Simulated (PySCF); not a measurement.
# ClTaN, doublet: molecular constants

Level of theory: UPBE0/[Ta def2-TZVP with ECP60, N def2-TZVP, Cl def2-TZVP], scalar-relativistic core potentials, density fitting, no spin–orbit coupling, PySCF.

The structure is a minimum.

```xyz
3
charge 0 multiplicity 2, angstrom
Ta   -0.2001    0.0000   -0.2681
N    -1.5213    0.0000    0.7709
Cl    1.6457    0.0000    1.0848
```

```json
{"Point group": "Cs", "Bond lengths": "Ta–Cl 2.289 Å, Ta–N 1.681 Å", "Bond angles": "Cl–Ta–N 105.6°", "Entropy at 298.15 K and 1 bar (electronic part: spin only)": "300.8 J/(mol K)", "Lowest empty level (β)": "-3.22 eV", "Heat capacity Cp at 298.15 K": "48.1 J/(mol K)", "Enthalpy at 298.15 K above 0 K": "12.16 kJ/mol", "Atomisation energy without zero-point energy": "1032 kJ/mol", "Zero-point energy": "10.3 kJ/mol", "Principal polarisabilities": "69.7, 74.7, 75.8 bohr³", "Dipole moment": "5.19 D", "Spin squared ⟨S²⟩": "0.762", "Rotational constants": "0.5248, 0.1023, 0.08564 cm⁻¹", "Highest occupied level (α)": "-6.36 eV", "Principal quadrupole moments (Buckingham, traceless) about the centre of mass": "-10.05, 3.74, 6.31 D Å", "Rotational symmetry number": "1"}
```

Harmonic modes (masses in u: Ta 180.948, N 14.003, Cl 34.969):
```tsv
symmetry	ω (cm⁻¹)	IR (km/mol)	type
a'	228	9.5	bend
a'	396	50.8	stretch
a'	1097	89.4	stretch
```

Charges (e):
```json
{"atom": "Ta1", "Mulliken": "0.74", "Löwdin": "0.29", "polar tensor": "1.22", "spin (Mulliken)": "1.19", "Mayer order to Ta1": "–"}
{"atom": "N2", "Mulliken": "-0.42", "Löwdin": "-0.34", "polar tensor": "-0.71", "spin (Mulliken)": "-0.16", "Mayer order to Ta1": "3.00"}
{"atom": "Cl3", "Mulliken": "-0.32", "Löwdin": "0.06", "polar tensor": "-0.51", "spin (Mulliken)": "-0.03", "Mayer order to Ta1": "1.14"}
```

Mulliken populations on Ta1 (electrons outside its core potential): s 2.73, p 6.24, d 3.22, f 0.07.

Outer orbital energies (eV). α occupied: -18.70, -10.88, -9.91, -9.74, -8.19, -7.96, -7.54, -6.36; empty: -3.10, -2.98, -1.43, -0.46. β occupied: -22.57, -18.87, -10.84, -9.89, -9.74, -8.15, -7.99, -7.49; empty: -3.22, -2.41, -2.19, -0.61.

Formally Ta is in oxidation state +4, d1, with 1 unpaired electron. The Mulliken spin on Ta is 1.19. The polar-tensor charge on Ta, 1.22, is far below the formal one.

This need not be the most stable arrangement of these atoms. With open d or f shells other occupations or spin states may lie lower. Spin–orbit coupling, left out here, can matter for elements this heavy.

The final relaxation and frequency run took 49 s on 4 threads of a shared Arm Neoverse V1 host, with 108 basis functions and 15 gradients; the process peaked at 0.99 GiB. Launch command: `OMP_NUM_THREADS=4 python axn.py task.json out`.
